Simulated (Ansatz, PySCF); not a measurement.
Caution: the highest occupied level lies above zero, so the state may not be bound. This triplet lies 0.21 eV below the relaxed singlet at the level B3LYP/aug-cc-pVTZ // PBE0-D3(BJ)/def2-TZVPD (Ansatz, a program for electronic structure).

Cartesian coordinates (Å):
SMILES: C=C[B-][SiH3]
```xyz
10

C      2.3901    -0.1291     0.0351
C      1.0936     0.3050     0.1532
B     -0.1394    -0.4623     0.5139
Si    -2.0428    -0.1740     0.7595
H      3.2033     0.5425    -0.2324
H      2.6509    -1.1707     0.2063
H      0.9609     1.3776    -0.0523
H     -2.5774    -0.5225     2.1296
H     -2.5976     1.2305     0.5542
H     -2.9417    -0.9970    -0.1345
```
Charge -1, spin multiplicity 3.

What is the computed total energy and highest occupied spin orbital (PBE0-D3(BJ)/def2-TZVPD (PySCF))?


total energy: -393.8780 Ha
highest occupied spin orbital: 0.32 eV
